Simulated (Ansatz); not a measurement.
Stepwise reaction of `Br[SiH2]Br` with hydrogen, as a gas-phase model of exchange steps in deposition or etching. ΔE in kJ/mol; ΔG adds harmonic PBE0-D4 terms to CCSD(T)/CBS, at 1 bar.

Calculated with Ansatz (gas phase, PBE0-D4/def2-TZVP geometries, no zero-point term in ΔE). CCSD(T)/CBS is the MP2 limit (def2-TZVPP, def2-QZVPP) plus CCSD(T) − MP2 in def2-TZVPP, frozen cores. This one scheme is used for every species. Functionals use def2-TZVPP. B3LYP here is the variant with VWN-RPA as its local correlation; programs differ in this. For Br outer-core shells are correlated without core-valence functions, which leaves a few kJ/mol of doubt a bond. Scalar relativity is left out up to krypton.

```csv
step,reaction,PBE-D4,B3LYP-D4,ωB97M-V,CCSD(T)/CBS,ΔG(400 K)
1,`Br[SiH2]Br` + H₂ → `[SiH3]Br` + HBr,74.3,70.4,71.7,74.5,69.9
```

Give the row of step 2, `[SiH3]Br` + H₂ → SiH₄ + HBr. (An estimate is asked.)

Ansatz gave: 
```json
{"step": "2", "reaction": "`[SiH3]Br` + H₂ → SiH₄ + HBr", "PBE-D4": "68.3", "B3LYP-D4": "66.0", "ωB97M-V": "68.9", "CCSD(T)/CBS": "71.6", "ΔG(400 K)": "70.1"}
```

By hand: ΔE of the 2 steps together at CCSD(T)/CBS.

(74.5) + (71.6) = 146.1 kJ/mol, or 73.0 kJ/mol a step.

In ΔE the steps differ by no more than 2.9 kJ/mol. All are uphill at CCSD(T)/CBS. ΔG lies between 69.9 and 70.1 kJ/mol a step. PBE-D4 differs from CCSD(T)/CBS by -3.3 to -0.2 kJ/mol a step. Isolated molecules leave out the surface, adducts and barriers. Largest T1 diagnostic: 0.011.
